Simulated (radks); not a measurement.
Problem. Calculated with a radial shooting solver on a logarithmic mesh with Libxc functionals: Dirac Kohn-Sham, PBE, spin-unpolarised, spherical densities, finite nucleus; Fermi nuclear charge, rms radius of each element as measured or else 0.836 A^(1/3) + 0.57 fm. Each species is in its NIST ground configuration. Rank Sb3+, As3+, P3+, N3+, Bi3+ by radius at which the density is 0.001 e/bohr^3 (bohr), largest first.

Solution. Bi3+ 3.46, Sb3+ 3.45, As3+ 3.15, P3+ 3.08, N3+ 2.42.
